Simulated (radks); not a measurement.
Results of a calculation; reference values are marked as such.
Charge is removed step by step from the 3s down level of the sulfur ion S3+, starting from [Ne] 3s(up 1, down 1) 3p1. Code: a radial shooting solver on a logarithmic mesh with Libxc functionals. Model: scalar-relativistic Kohn-Sham, PBE, spin-polarised, spherical densities, point nucleus; open shells are filled with parallel spins first.

removed (e)  E - E(0) (eV)  eigenvalue (eV)
0                    0.000          -51.298
0.1                  5.192          -52.549
0.2                 10.509          -53.799
0.3                 15.951          -55.048
0.4                 21.518          -56.297
0.5                 27.211          -57.551
0.6                 33.028          -58.815
0.7                 38.974          -60.101
0.8                 45.049          -61.421
0.9                 51.258          -62.745

The mean slope of the eigenvalue, de/dn, is 12.7 eV per electron.
